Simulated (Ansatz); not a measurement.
C2H7FOSi, SMILES `FCOC[SiH3]`. Total charge 0; spin multiplicity 1. Geometry: relaxed with PBE0-D4/def2-TZVP. It is one conformer, not always the lowest.

```xyz
12

F     0.181   -0.481   -1.893
C    -1.072   -0.160   -1.389
O    -1.209   -0.593   -0.108
C    -0.480    0.156    0.862
Si    1.416   -0.019    0.817
H    -1.812   -0.681   -1.998
H    -1.164    0.931   -1.475
H    -0.827   -0.211    1.831
H    -0.765    1.217    0.805
H     1.798   -1.443    0.659
H     1.899    0.477    2.136
H     2.035    0.807   -0.249
```

(1) What is the dipole moment at ωB97M-V/def2-TZVPP? (Estimate.)

(2) And with PBE, r2SCAN, B3LYP? (Best estimate.)

(3) Give the Mulliken charges with ωB97M-V, B3LYP, r2SCAN in def2-TZVPP. (Estimate.)

## Answers

(1) The calculation gave: 1.83 D, with components (-1.21, 1.28, 0.47) D in this frame, pointing from negative to positive charge.

(2) The calculation gave: PBE 1.76 D, r2SCAN 1.82 D, B3LYP 1.84 D.

(3) Ansatz gave: 
```
atom  ωB97M-V  B3LYP  r2SCAN
  F1    -0.23  -0.25   -0.24
  C2     0.15   0.18    0.28
  O3    -0.28  -0.29   -0.30
  C4    -0.20  -0.11   -0.04
 Si5     0.17   0.27    0.28
  H6     0.12   0.12    0.06
  H7     0.09   0.08    0.04
  H8     0.13   0.12    0.08
  H9     0.11   0.08    0.05
 H10    -0.02  -0.06   -0.06
 H11    -0.03  -0.08   -0.08
 H12    -0.02  -0.06   -0.06
```

B3LYP here is the variant with VWN-RPA as its local correlation; programs differ in this.
